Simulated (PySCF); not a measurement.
# Radial density of Er+ (erbium, charge +1)

revPBE, [Xe] 4f11 6s2, one real determinant (an excited configuration). Calculation: PySCF 2.14, in cc-pVDZ-X2C (8s7p5d3f1g, 84 functions); scalar relativity by spin-free X2C-1e.

```json
{"r (bohr)": "0.0179", "4πr²ρ (e/bohr)": "88.48", "4πr²(ρα − ρβ)": "0.0016"}
{"r (bohr)": "0.0302", "4πr²ρ (e/bohr)": "81.88", "4πr²(ρα − ρβ)": "0.0039"}
{"r (bohr)": "0.0508", "4πr²ρ (e/bohr)": "115.3", "4πr²(ρα − ρβ)": "0.0068"}
{"r (bohr)": "0.0854", "4πr²ρ (e/bohr)": "106.8", "4πr²(ρα − ρβ)": "0.0164"}
{"r (bohr)": "0.144", "4πr²ρ (e/bohr)": "101.5", "4πr²(ρα − ρβ)": "0.2140"}
{"r (bohr)": "0.242", "4πr²ρ (e/bohr)": "80.02", "4πr²(ρα − ρβ)": "1.3724"}
{"r (bohr)": "0.406", "4πr²ρ (e/bohr)": "55.61", "4πr²(ρα − ρβ)": "3.7759"}
{"r (bohr)": "0.684", "4πr²ρ (e/bohr)": "38.05", "4πr²(ρα − ρβ)": "3.4594"}
{"r (bohr)": "1.15", "4πr²ρ (e/bohr)": "13.33", "4πr²(ρα − ρβ)": "1.1579"}
{"r (bohr)": "1.93", "4πr²ρ (e/bohr)": "3.431", "4πr²(ρα − ρβ)": "0.1012"}
{"r (bohr)": "3.25", "4πr²ρ (e/bohr)": "0.8166", "4πr²(ρα − ρβ)": "0.0001"}
{"r (bohr)": "5.47", "4πr²ρ (e/bohr)": "0.1811", "4πr²(ρα − ρβ)": "-0.0020"}
{"r (bohr)": "9.20", "4πr²ρ (e/bohr)": "0.0001679", "4πr²(ρα − ρβ)": "0.0000"}
```

Densities and radii are taken from the X2C orbitals without a picture-change correction, which distorts them close to the nucleus.

⟨L²⟩ = 34.00 against 42 for a pure I term, so this real determinant mixes terms. Spin-orbit coupling, absent here, splits the open shell strongly.

(1) Where is the radial spin density 4πr²(ρα − ρβ) most negative, and why is it negative at all?

Results:

(1) Around r = 5.47 bohr, down to -0.0020 e/bohr: exchange with the open shell polarises the paired shells in an unrestricted calculation.
